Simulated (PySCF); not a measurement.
# How methods differ on the excitation energy of Cs

Cs [Xe] 6s1 (2S) → Cs [Xe] 6p1 (2P), as a difference of total energies. All numbers are calculated (PySCF 2.14, scalar relativity by spin-free X2C-1e, in x2c-TZVPPall). Correlated levels: valence and next inner shell: [Kr] 4d10 frozen. The calculations carry no spin-orbit coupling.

```
                                method  excitation energy (eV)  error (eV)
                                   UHF                   1.192      -0.240
                                   LDA                   1.386      -0.046
                                   PBE                   1.231      -0.201
                                  PBE0                   1.225      -0.207
                                r2SCAN                   1.178      -0.254
                                 B97-3                   1.176      -0.256
                                  PW91                   1.241      -0.191
                               wB97X-V                   1.326      -0.106
    MP2 (valence and next inner shell)                   1.401      -0.031
SCS-MP2 (valence and next inner shell)                   1.358      -0.074
```

Reference: 1.432 eV (measured; NIST levels, between the centres of gravity of the two terms).

Errors of the correlated levels include the incompleteness of this basis and the frozen core.

The basis was made for the ground configuration and has no added diffuse functions, so the excitation energy can come out too high.
